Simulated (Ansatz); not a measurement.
## A correction line for PBE0-D4/def2-TZVPP: atomisation energy

The atomisation energy (no zero-point term) in kJ/mol of 7 Al-containing molecules: x at PBE0-D4/def2-TZVPP, y at CCSD(T)/CBS estimate. Shapes, held fixed at every level: PBE0-D4/def2-TZVP. Flexible molecules stand in one conformer, not always the lowest. Programs: Ansatz 0.2.0.

| molecule | x (kJ/mol) | y (kJ/mol) |
| --- | --- | --- |
| Al2N2H8 (SMILES [NH2+]1[AlH2-][NH2+][AlH2-]1) | 3725 | 3793 |
| C2H9AlO (SMILES C[O+](C)[AlH3-]) | 4308 | 4349 |
| C2H8Al2F2 (SMILES [CH3][AlH-]1[F+][AlH-]([CH3])[F+]1) | 5090 | 5165 |
| C3H9AlO (SMILES CC(C)=[O+][AlH3-]) | 5091 | 5095 |
| C4H7AlO3 (SMILES [CH3][Al-]1([OH])[O]C=CC=[O+]1) | 6543 | ? |
| C4H11AlN2 (SMILES CC1=[N+](C)[AlH2-][N]1C) | 6926 | 6875 |
| C4H12Al2F2 (SMILES C[CH2][AlH-]1[F+][AlH-]([CH2]C)[F+]1) | 7542 | 7589 |

Fit y = c + s·x to the known rows and predict y for C4H7AlO3.


1. Means of the 6 rows: x = 5447.00, y = 5477.7.
2. Σ(Δx)² = 11093256, Σ(Δx·Δy) = 10924298, so the slope is 10924298/11093256 = 0.98477.
3. Intercept: 5477.7 − (0.98477) × 5447.00 = 113.7. The largest residual of the fit is 59.
4. C4H7AlO3: 113.7 + 0.98477 × 6543 = 6557 kJ/mol.

CCSD(T)/CBS estimate gives 6521 kJ/mol, so the prediction is off by +36 kJ/mol, within the largest residual. Uncorrected, PBE0-D4/def2-TZVPP misses C4H7AlO3 by +22 kJ/mol, and the other rows by 48 on average. The line makes this one worse. Left out in turn, the other rows are missed by 53 kJ/mol on average, worse than no correction. The CBS estimate extrapolates MP2 from def2-TZVPP and def2-QZVPP and adds CCSD(T) − MP2 in the triple-zeta set, cores frozen.
